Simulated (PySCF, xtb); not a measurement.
BH4O3, SMILES OB(O)[OH2+], charge +1.

xtb with GFN2-xTB at its own geometry gives an orbital gap of 8.54 eV.

The structure is a stationary point at PBE0-D3(BJ)/def2-SVP. The isomer is the one that the SMILES or the coordinates give; other isomers of the formula were not compared. One conformer was computed; it need not be the lowest.

Task: What does ωB97X/def2-TZVPD (PySCF) give? (Estimate from the structure and the level; the computed values follow.)

Result: gap 14.05 eV (levels -17.90 and -3.85 eV).
